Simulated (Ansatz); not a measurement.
All numbers were calculated with Ansatz.

A structure relaxed at PBE0-D4/def2-TZVP, charge 0, multiplicity 1:

Cartesian coordinates in Å:
```
O 1.532 0.405 0.249
Si -0.008 0.003 -0.100
O -0.008 -1.610 -0.342
O -0.623 0.673 -1.458
S -1.214 0.702 1.502
H 2.210 -0.143 -0.151
H -0.811 -2.005 -0.684
H -0.758 1.622 -1.457
H -0.320 0.354 2.441
```

Task: Give its formula and SMILES.

Result: H4O3SSi, `O[Si](O)(O)S`.

Task: Summarise the bond lengths by kind.

Result: 3 × O–Si 1.629 to 1.634 Å; 3 × H–O 0.958 to 0.960 Å; 1 × S–Si 2.124 Å; 1 × H–S 1.343 Å.
